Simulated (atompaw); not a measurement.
**nickel (Ni): one change to a PAW (atompaw) potential, before and after**

Ni, PAW, made with atompaw 4.2.0.5 (LDA (PW92), scalar-relativistic). Core [Ar], reference 3d8 4s2 4p0. Waves: 4s (bound): rc 1.80 bohr; 4s channel at 2.5 Ry: rc 3.00 bohr; 4p (bound, empty): rc 3.00 bohr; 4p channel at 2.6 Ry: rc 3.00 bohr; 3d (bound): rc 1.45 bohr; 3d channel at 0.6 Ry: rc 1.45 bohr. Local part: ultrasoft scheme with l = 3 at 0 Ry, radius 2.00 bohr. Core correction: smooth core density matched at 2.25 bohr. Augmentation charge: sinc compensation charge, radius 2.95 bohr; PAW radius 3.00 bohr; waves and projectors: custom polynom2 7 10 vanderbiltortho.

Change: wave 3d (bound): rc 1.45 bohr becomes 3d (bound): rc 2.82 bohr.

Cutoffs: the cutoffs (Ry, on a coarse ladder) from which the occupation-weighted sum of valence levels, in a spherical-Bessel basis at the reference potential, stays within 10 and 1 mRy of its value at 400 Ry; they do not see the model core or the augmentation charge, which bear on the density cutoff.

What does the change do?

The range in which the d phases agree narrows (upper end 4.2 → 3.0); neither file shows a bound ghost.

| quantity | base | changed |
| --- | --- | --- |
| cutoff, loose | 230 Ry | 21 Ry |
| cutoff, tight | over 300 Ry | 40 Ry |
| loose cutoff by channel (10 mRy a level) | s 12 Ry, d 30 Ry | s 12 Ry, d 8 Ry |
| bound ghosts | none | none |
| s: phases at 3.02 bohr within 0.05 rad from the reference energy up to (Ry; the scan ends near 5) | 2.6 | 2.6 |
| p: phases at 3.02 bohr within 0.05 rad from the reference energy up to (Ry; the scan ends near 5) | 3.4 | 3.4 |
| d: phases at 3.02 bohr within 0.05 rad from the reference energy up to (Ry; the scan ends near 5) | 4.2 | 3.0 |
| lowest overlap eigenvalue by channel | s 0.64, p 0.83, d 0.98 | s 0.64, p 0.83, d 1.00 |

 The cutoffs see the waves, projectors and local potential, not the compensation charge or the core.
